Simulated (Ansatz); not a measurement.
```yaml
atoms:
  - { symbol: B, position_ang: [0.0000, 0.0000, 0.0000] }
  - { symbol: H, position_ang: [0.0000, 0.0000, 2.0700] }
  - { symbol: S, position_ang: [0.0000, 2.6061, -2.1868] }
```

Basis set: pcseg-2 (spherical functions). Charge 0, multiplicity 3.

Computed with Ansatz (development build ahead of 0.2.0); each method stands on the lowest determinant of its kind that the runs found. Restricted functionals stand beside restricted open-shell atoms, which can lie above the unrestricted atoms usual in DFT and then raise those values.

Give the atomization energy at this shape (free ground-state atoms in the same class of orbitals less the molecule, no zero-point energy) of triplet BHS by PBE0 (restricted open-shell), ROHF.

```csv
method,atomization energy
PBE0 (restricted open-shell),1.58 eV
ROHF,0.30 eV
```

Caution: other spin multiplicities may lie lower; stretched shape with no unrestricted run beside it, a lower state can exist; the shape is not the minimum.
